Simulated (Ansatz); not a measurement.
`C[BH][GaH2]`, relaxed with RKS PBE0-D4/def2-TZVP in Ansatz from a GFN2-xTB geometry. The force threshold is 0.005 eV/Å; the program also tests the step.

Total charge 0; spin multiplicity 1.

Start:

```xyz
9

C    -0.055    1.181   -0.683
B    -0.851    0.050    0.043
Ga    0.388   -1.445    0.877
H    -0.538    2.157   -0.722
H     0.056    0.855   -1.724
H     0.964    1.308   -0.303
H    -2.025    0.056    0.049
H     0.074   -2.916    1.459
H     1.986   -1.247    1.004
```

```csv
step,energy (eV),largest force (eV/Å),largest move (Å)
1,-54178.9830,0.795,0.000
2,-54179.0465,0.304,0.167
3,-54179.0698,0.153,0.061
4,-54179.0881,0.216,0.200
5,-54179.1097,0.349,0.199
6,-54179.1333,0.353,0.196
7,-54179.1695,0.373,0.193
8,-54179.2239,0.126,0.200
9,-54179.2428,0.168,0.200
10,-54179.2538,0.270,0.171
11,-54179.2599,0.233,0.097
12,-54179.2628,0.176,0.079
13,-54179.2658,0.045,0.027
14,-54179.2660,0.033,0.008
15,-54179.2661,0.004,0.005
```

End:

```xyz
9

C    -0.086    1.135   -0.875
B    -0.565    0.157    0.237
Ga    0.512   -1.452    0.994
H    -0.463    2.155   -0.754
H    -0.585    0.754   -1.783
H     0.982    1.160   -1.092
H    -1.686    0.321    0.648
H     0.488   -2.886    0.333
H     1.403   -1.343    2.292
```

It took 41 s on 2 threads of an AMD EPYC 7R13 on a shared host, with 0.49 GiB of host memory at the peak.
